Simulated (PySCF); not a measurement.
SMILES C=C[Si](F)(Br)Br (C₂H₃Br₂FSi), singlet (PBE0/def2-SVP optimised geometry):

```
9

C      0.972     0.565    -0.008
C      0.280    -0.580     0.000
Si    -1.562    -0.580     0.000
F     -2.068     0.956     0.000
Br    -2.385    -1.558    -1.798
Br    -2.388    -1.557     1.797
H      0.475     1.540    -0.013
H      2.068     0.574    -0.009
H      0.809    -1.540     0.005
```

Computed with PBE0/def2-TZVP in PySCF 2.14.0.

Task: What are the frontier orbital energies and the dipole moment?

Result: HOMO-2 -8.92 eV, HOMO-1 -8.70 eV, HOMO -8.42 eV, LUMO -1.29 eV, LUMO+1 -0.28 eV; dipole moment 2.22 D.

On the same geometry PBE/def2-TZVP (PySCF 2.14.0) gives HOMO-2 -7.62 eV, HOMO-1 -7.43 eV, HOMO -7.20 eV, LUMO -2.25 eV, LUMO+1 -1.22 eV; dipole moment 2.10 D.

Meta-Löwdin charges at PBE0/def2-TZVP: C1 -0.19, C2 -0.39, Si3 1.13, F4 -0.49, Br5 -0.23, Br6 -0.23, H7 0.14, H8 0.13, H9 0.14.
